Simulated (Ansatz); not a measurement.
`[Cl][Hf]([Cl])([Cl])[c]1ccccc1` + HI → `[Cl][Hf]([Cl])([Cl])[I]` + benzene  (ligand exchange at the Hf–C bond)

Computed with Ansatz on PBE0-D4/def2-TZVP structures; ΔE is electronic, products minus reactants. CCSD(T)/CBS adds triple-zeta CCSD(T) − MP2 to the extrapolated MP2 energy (def2 sets, frozen cores). def2 core potentials past Kr. For Hf, I outer-core shells are correlated without core-valence functions, which leaves a few kJ/mol of doubt a bond. Each species was taken in one conformer, which may not be the lowest.

```csv
species,CCSD(T)/CBS(def2) energy (Eh)
`[Cl][Hf]([Cl])([Cl])[c]1ccccc1`,-1658.79995
HI,-298.03592
`[Cl][Hf]([Cl])([Cl])[I]`,-1724.97910
`c1ccccc1`,-231.92526
```

Question: Work out ΔE.

Answer: ΔE = (-1724.97910) + (-231.92526) − (-1658.79995) − (-298.03592) = -0.06849 Eh = -43.0 kcal/mol.

Largest T1 diagnostic among the species: 0.013.

The D4 term adds +2.0 kcal/mol with B3LYP and +1.3 kcal/mol with PBE0; it sums over pairs of atoms, weighted by their polarisabilities, and B3LYP, whose exchange is more repulsive, gets the larger term. In def2-TZVPP, CCSD(T) changes the Hartree–Fock value by +5.7 kcal/mol (the triples alone add +0.3 kcal/mol) and MP2 by +3.9 kcal/mol.

B3LYP here is the variant with VWN-RPA as its local correlation; programs differ in this.
